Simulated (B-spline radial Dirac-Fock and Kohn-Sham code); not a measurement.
# In³⁺: L2-M23M23 lines in intermediate coupling

System: In³⁺ in the configuration [Kr] 4d10, inside a Watson sphere of charge -3 and radius 2.2 Å (a model of the Madelung potential; inside it an electron's potential energy is raised by 19.6 eV).

These are calculated numbers from a B-spline atomic structure program; the model is multi-electron Dirac-Fock with separately optimised hole states, Breit and Lamb-shift corrections added in first order. The two-hole levels come from diagonalising the Coulomb interaction among the jj configurations; intensities are independent-particle Coulomb rates. Kinetic energies are from the vacuum level. Correlation energy is missing from these numbers.

```
kinetic energy (eV)  J  leading jj holes (weight)  leading LS term (weight)  intensity (%)
             2460.6  0                M2M2 (0.98)                ³P0 (0.53)           23.7
             2502.3  2                M2M3 (0.99)                ¹D2 (0.75)           52.2
             2508.4  1                M2M3 (1.00)                ³P1 (1.00)           23.6
             2534.7  0                M3M3 (0.98)                ¹S0 (0.53)            0.1
             2545.0  2                M3M3 (0.99)                ³P2 (0.75)            0.4
```

The strongest line, by its leading LS label ¹D2, lies at 2502.3 eV. The mean weight of the leading component is 0.99 in jj and 0.71 in LS coupling, so jj labels describe these levels better.
